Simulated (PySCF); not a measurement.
C4H4, SMILES C=C=C=C. Atoms are numbered in the order given.

```xyz
8

C      0.0000     0.0000     1.9575
C      0.0000     0.0000     0.6371
C      0.0000     0.0000    -0.6371
C      0.0000     0.0000    -1.9575
H      0.0000    -0.9353     2.5286
H      0.0000     0.9353     2.5286
H      0.0000    -0.9353    -2.5286
H      0.0000     0.9353    -2.5286
```
Charge 0, spin multiplicity 1.

Geometry: B3LYP-D3(BJ)/def2-SVP.

Calculation: PBE0/pcJ-1 (PySCF).

Isotropic couplings with Fermi-contact, spin-dipole and both spin-orbit terms, one fixed conformer, no vibrational averaging. Isotopes: 13C, 1H.

| pair | bonds apart | J (Hz) |
|---|---|---|
| C1–C2 | 1 | 125.7 |
| C1–H5 | 1 | 175.6 |
| C1–H6 | 1 | 175.6 |
| C2–C3 | 1 | (withheld) |
| C3–C4 | 1 | 125.7 |
| C4–H7 | 1 | 175.6 |
| C4–H8 | 1 | 175.6 |
| C1–C3 | 2 | (withheld) |
| C2–C4 | 2 | (withheld) |
| C2–H5 | 2 | -9.4 |
| C2–H6 | 2 | -9.4 |
| C3–H7 | 2 | -9.4 |
| C3–H8 | 2 | -9.4 |
| H5–H6 | 2 | (withheld) |
| H7–H8 | 2 | (withheld) |
| C1–C4 | 3 | 17.5 |
| C2–H7 | 3 | 13.4 |
| C2–H8 | 3 | 13.4 |
| C3–H5 | 3 | 13.4 |
| C3–H6 | 3 | 13.4 |
| C1–H7 | 4 | (withheld) |
| C1–H8 | 4 | (withheld) |
| C4–H5 | 4 | (withheld) |
| C4–H6 | 4 | (withheld) |

What belongs in the gaps? (An estimate is asked for; the answer gives what the named calculation found.)


- C2–C3, J (Hz): 178.4
- C1–C3, J (Hz): 3.6
- C2–C4, J (Hz): 3.6
- H5–H6, J (Hz): -13.5
- H7–H8, J (Hz): -13.5
- C1–H7, J (Hz): -8.9
- C1–H8, J (Hz): -8.9
- C4–H5, J (Hz): -8.9
- C4–H6, J (Hz): -8.9
